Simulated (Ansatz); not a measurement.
Total energies of Rb3H3⁻ from Ansatz at PBE0-D4/def2-TZVPD, gas phase (1 Eh = 27.2114 eV = 2625.5 kJ/mol). The reference geometry is relaxed at PBE0-D4/def2-TZVPD.

```xyz
6

Rb   -2.0194   -0.7352   -0.2894
Rb    0.4569    1.6385    1.1352
Rb    2.7299   -1.3952   -1.3451
H    -2.1847    1.3997    1.2822
H     0.6973   -1.5845    1.1643
H     0.3199    0.6768   -1.9472
```

| state | geometry | energy (Eh) |
| --- | --- | --- |
| charge -1 doublet | reference | -74.03996 |
| charge 0 singlet | reference | -74.00690 |
| charge -1 quartet | relaxed at PBE0-D4/def2-TZVPD | -74.10089 |

In the def2 sets Rb takes a core potential; there is no spin–orbit coupling.

Task: Work out the vertical ionisation energy to the singlet.

Result: E(charge 0 singlet) − E(charge -1 doublet) = -74.00690 − (-74.03996) = 0.03306 Eh = 0.90 eV. For comparison, −ε of the highest occupied level of the spin that leaves is -0.44 eV at this level, 1.34 eV less.

Task: Which of the charge -1 states is lowest, and how far above it are the others?

Result: The quartet. doublet: -74.03996 − (-74.10089) = 0.06093 Eh = 160.0 kJ/mol. The quartet has fallen apart, so its energy is that of loose fragments and no spin gap. The quartet differs in its bonds from the reference.

At PBE0-D4/def2-TZVPD the highest occupied level of the charge -1 doublet lies above zero (up to 0.44 eV). By energy differences its removal costs 0.90 eV (vertical, to the charge 0 singlet, at PBE0-D4/def2-TZVPD); a positive level beside a positive removal energy at the same level points to self-interaction error. 

The structure comes from a short search, and lower isomers may exist.
